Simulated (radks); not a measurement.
In II, 48 electrons, occupied as [Kr] 4d10 5s2. All-electron calculation, Dirac Kohn-Sham, PBEsol, spin-unpolarised, spherical densities, finite nucleus; Fermi nuclear charge, rms radius 4.6156 fm. Program: a radial shooting solver on a logarithmic mesh with Libxc functionals.

Unscreened Slater integrals over Kohn-Sham orbitals (hartree). Large and small components are both included. Empty in this configuration: 5p1/2.

integral            value
F0(5s1/2,5s1/2)   0.36508
F0(5s1/2,4d5/2)   0.44802
G2(5s1/2,4d5/2)  0.066864
F0(5s1/2,4d3/2)   0.44891
G2(5s1/2,4d3/2)  0.064469
F0(5s1/2,4p3/2)   0.46106
G1(5s1/2,4p3/2)  0.028501
F0(5s1/2,5p1/2)   0.32226
G1(5s1/2,5p1/2)   0.20916
F0(4d5/2,4d5/2)   0.76609
F2(4d5/2,4d5/2)   0.37996
F4(4d5/2,4d5/2)   0.24837
F0(4d5/2,4d3/2)   0.77136
F2(4d5/2,4d3/2)   0.38263
G2(4d5/2,4d3/2)   0.38237
G4(4d5/2,4d3/2)   0.25003
F0(4d5/2,4p3/2)   0.85015
F2(4d5/2,4p3/2)   0.42099
G1(4d5/2,4p3/2)   0.53257
G3(4d5/2,4p3/2)   0.32596
F0(4d5/2,5p1/2)   0.37044
G3(4d5/2,5p1/2)  0.031973
F0(4d3/2,4d3/2)   0.77673
F2(4d3/2,4d3/2)   0.38544
F0(4d3/2,4p3/2)   0.85725
F2(4d3/2,4p3/2)   0.42602
G1(4d3/2,4p3/2)   0.54004
G3(4d3/2,4p3/2)   0.33076
F0(4d3/2,5p1/2)   0.37094
G1(4d3/2,5p1/2)  0.037298
F0(4p3/2,4p3/2)   0.96567
F2(4p3/2,4p3/2)   0.50521
F0(4p3/2,5p1/2)   0.37783
G2(4p3/2,5p1/2)  0.016445
F0(5p1/2,5p1/2)   0.29281
